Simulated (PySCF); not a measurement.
**[CeSF]+: one run**

[CeSF]+ (singlet). PySCF 2.14.0, RKS PBE0, Ce def2-SVP with ECP28, S def2-SVP, F def2-SVP; non-relativistic Hamiltonian with scalar-relativistic core potentials where named; density fitting; no spin-orbit coupling. Purpose: finer grid at the relaxed geometry.

```python
mol = gto.M(atom='''
Ce    -0.17858     0.00000    -0.27638
S      1.83341     0.00000     0.72265
F     -1.91121     0.00000     0.61556''',
    basis={'Ce': 'def2-SVP', 'S': 'def2-SVP', 'F': 'def2-SVP'},
    ecp={'Ce': 'def2-SVP'},
    charge=1, spin=0)
mf = dft.RKS(mol, xc='PBE0')
mf.grids.atom_grid = (75, 302)  # f atoms: unpruned, at least (60, 302)
mf = mf.density_fit()  # fitting sets: Ce def2-universal-JKFIT, S def2-universal-JKFIT, F def2-universal-JKFIT
mf.conv_tol = 1e-09; mf.max_cycle = 55
mf.kernel(dm0)  # dm0: converged density of the relaxed state
mf.nuc_grad_method().kernel()
```

Run from Python with OMP_NUM_THREADS=2; the lines above give its settings. Where DIIS fails, smearing, a level shift and second-order steps follow.
It took 14 s on 2 threads of Intel(R) Xeon(R) Processor @ 2.50GHz (Skylake/Cascade Lake), with other jobs on the host, with gradient, populations and further properties, from an already converged density.

(1) Where do the frontier levels lie, over both spins?

(2) What does the SCF print?

(3) What are the Mulliken charges and spins?

(4) What forces act on the atoms (eV/Å)?

Results:

(1) HOMO -12.78 eV, LUMO -9.14 eV. 

(2) 
```
init E= -972.444311023396
cycle= 1 E= -972.444310818891  delta_E= 2.05e-07  |g|= 0.00112  |ddm|= 0.0009
cycle= 2 E= -972.444303459372  delta_E= 7.36e-06  |g|= 0.0066  |ddm|= 0.00451
cycle= 3 E= -972.44431104659  delta_E= -7.59e-06  |g|= 7.96e-05  |ddm|= 0.00379
cycle= 4 E= -972.44431104843  delta_E= -1.84e-09  |g|= 2.06e-05  |ddm|= 7.28e-05
cycle= 5 E= -972.444311049039  delta_E= -6.09e-10  |g|= 1.55e-05  |ddm|= 7.88e-05
Extra cycle  E= -972.444311049113  delta_E= -7.34e-11  |g|= 2.79e-05  |ddm|= 4.35e-05
converged SCF energy = -972.444311049113
```

(3) 
```csv
atom,charge (e),spin (e)
Ce1,1.254,0.000
S2,-0.027,0.000
F3,-0.228,0.000
```

(4) 
```
Ce   0.00  0.00  0.01
S    0.00  0.00  0.00
F    0.00  0.00 -0.01
```
Forces carry noise of the integration grid, about 0.01 to 0.03 eV/Å.
